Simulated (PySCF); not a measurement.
Can point charges reproduce the dipole moment of `O(C(=O)C)[SiH2]C(=O)O`?

Coordinates (PBE0-D3(BJ)/def2-SVP, Å) and charges (e) from the PBE0/pcSseg-1 density (PySCF):

```csv
atom,x,y,z,Mulliken,IAO,Hirshfeld,ESP-fitted
C1,-2.760,-0.495,0.271,-0.2442,-0.4648,-0.1141,-0.7097
C2,-1.588,0.407,0.055,+0.3989,+0.5365,+0.2241,+0.9307
O3,-1.639,1.595,-0.148,-0.4124,-0.4538,-0.2489,-0.5678
O4,-0.412,-0.236,0.094,-0.5702,-0.5776,-0.1903,-0.5525
Si5,0.962,0.740,-0.181,+0.8073,+0.9197,+0.3975,+0.5608
C6,2.382,-0.552,-0.069,+0.2036,+0.2758,+0.1188,+0.5548
O7,2.260,-1.726,0.153,-0.3804,-0.4267,-0.2572,-0.4914
O8,3.574,0.033,-0.279,-0.3604,-0.4779,-0.1763,-0.6270
H9,-3.683,0.093,0.314,+0.1474,+0.1701,+0.0583,+0.1889
H10,-2.814,-1.220,-0.555,+0.1547,+0.1760,+0.0638,+0.2080
H11,-2.622,-1.072,1.196,+0.1532,+0.1747,+0.0621,+0.2085
H12,0.947,1.329,-1.542,-0.0645,-0.1081,-0.0606,-0.0778
H13,1.135,1.751,0.892,-0.0644,-0.1081,-0.0601,-0.0771
H14,4.252,-0.662,-0.209,+0.2316,+0.3641,+0.1831,+0.4519
```

Form Σ q r in debye for every column and set it beside the full dipole.

The full density gives (0.39, -0.53, 0.00) D, 0.66 D in size; dipole vectors point from the negative to the positive end.

```
    scheme     μx     μy     μz  size (D)  share of the full size (%)  angle to the full dipole (°)
  Mulliken  -2.23   0.95  -0.09      2.42                         369                           149
       IAO   0.12   0.72  -0.20      0.76                         115                           132
 Hirshfeld  -0.02   0.08  -0.05      0.10                          15                           141
ESP-fitted   0.39  -0.51   0.00      0.65                          98                             1
```

Which set comes closest?

Length of the difference vector: ESP-fitted 0.02 D, Hirshfeld 0.73 D, IAO 1.29 D, Mulliken 3.01 D. Closest: ESP-fitted. 

What is left for the Hirshfeld atoms' own dipoles?

The Hirshfeld atoms' densities add up to the full density, so μ = Σ q r + Σ (atomic dipoles). The atomic dipoles sum to (0.39, -0.53, 0.00) − (-0.02, 0.08, -0.05) = (0.41, -0.61, 0.05) D, 0.73 D in size.

With the origin at the mean of the coordinates, (0.000, -0.001, -0.001) Å, which are the largest single terms, by size, of the IAO dipole along the direction of the full one?

O7 -5.59, H14 +5.32, O3 +4.92, O8 -4.78, C2 -3.26 D; all 14 atoms together -0.51 D. The single terms depend on the origin, their sum doesn't.

Give the size of the full dipole in other units.

0.66 D = 0.258 au = 0.137 e·Å = 2.19 × 10⁻³⁰ C·m.

The structure is a single PBE0-D3(BJ)/def2-SVP conformer in the gas phase; no vibrational or solvent corrections.

The values belong to the conformer `[CH3:1][C:2](=[O:3])[O:4][SiH2:5][C:6](=[O:7])[OH:8]`: C1–C2–O4–Si5 179°, C2–O4–Si5–C6 -179°, O4–Si5–C6–O7 -1°, H–O8–C6–Si5 180°.
